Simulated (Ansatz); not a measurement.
`[NH2][AlH][SiH2][TeH]`, charge 0, multiplicity 1.

(1) Give a relaxed structure at PBE0-D4/def2-TZVP (Ansatz 0.2.0). (Best estimate.)

## Answers

(1) The calculation gave: 
Z-matrix (Å, degrees):
```
Si
Al 1 2.430
Te 1 2.523 2 99.3
H 1 1.490 2 115.3 3 -109.2
H 1 1.490 2 119.6 3 120.0
N 2 1.766 1 119.4 3 113.3
H 2 1.585 1 121.6 3 -61.3
H 3 1.660 1 91.8 2 43.7
H 6 1.008 2 124.6 1 -172.3
H 6 1.007 2 125.1 1 4.9
```
This is one stationary point; other conformers may exist.
